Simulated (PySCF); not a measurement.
Input of a run (PBE0-D3(BJ)/def2-SVP geometry optimisation, gas phase (PySCF 2.14.0)), started from GFN2-xTB:
```
{"job": {"xc": "PBE0", "basis": "def2-SVP", "d3": "d3bj", "grid": 1, "kind": "geom"}, "charge": 0, "multiplicity": 1}
F      1.487970     1.427931    -0.371782
Ge     1.635764    -0.200994     0.290471
S     -0.092743    -0.594437     1.573402
Si    -1.686983     0.048860     0.246261
H      1.720451    -0.998143    -0.992689
H      2.924203    -0.131914     1.066157
H     -1.560562     1.483810     0.030465
H     -2.857231    -0.323523     1.024635
H     -1.557308    -0.705596    -0.998709
```

Output (energies in Eh, forces in Eh/bohr):
```
step   0  E = -2866.43193496  max force = 0.019619
step   1  E = -2866.43518337  max force = 0.017063
step   2  E = -2866.43628626  max force = 0.002072
step   3  E = -2866.43639468  max force = 0.000642
step   4  E = -2866.43649344  max force = 0.001167
step   5  E = -2866.43658173  max force = 0.001602
step   6  E = -2866.43668854  max force = 0.001203
step   7  E = -2866.43672594  max force = 0.000385
step   8  E = -2866.43673443  max force = 0.000250
optimisation converged
```

Task: Summarise the run.

Result: The energy falls by 0.131 eV over 9 energy and gradient evaluations, the largest force component goes from 0.0196 to 2.5e-04 Eh/bohr, and the atoms move by 0.216 Å rms after alignment. The bond that changes most is Si4–H8 (SiH3 silicon to Si–H hydrogen), which lengthens by 0.036 Å. Bonds longer at the end by more than 0.005 Å: 6 of 8; shorter: 2. Among the angles that change most is S3–Si4–H8, from 100.8° to 106.1°. Among the dihedrals that turn most is Ge2–S3–Si4–H7, from -66° to -84°. The energy never rose by more than 1e-6 Eh on the way. The first step brought 68 % of the lowering.

Task: What are the final bond lengths?

Result: F1–Ge2 1.745 Å, Ge2–S3 2.210 Å, S3–Si4 2.160 Å, Ge2–H5 1.534 Å, Ge2–H6 1.532 Å, Si4–H7 1.489 Å, Si4–H8 1.490 Å, Si4–H9 1.493 Å. Numbering counts from 1 in the input's order; the species is `[F][GeH2][S][SiH3]`.

The run used 107 basis functions and 59 SCF cycles in all. Time: 31 s wall. Hardware: one thread, x86-64 server (shared host).

PBE0-D3(BJ)/def2-SVP frequencies: not computed here. The numbers are those of one conformer.
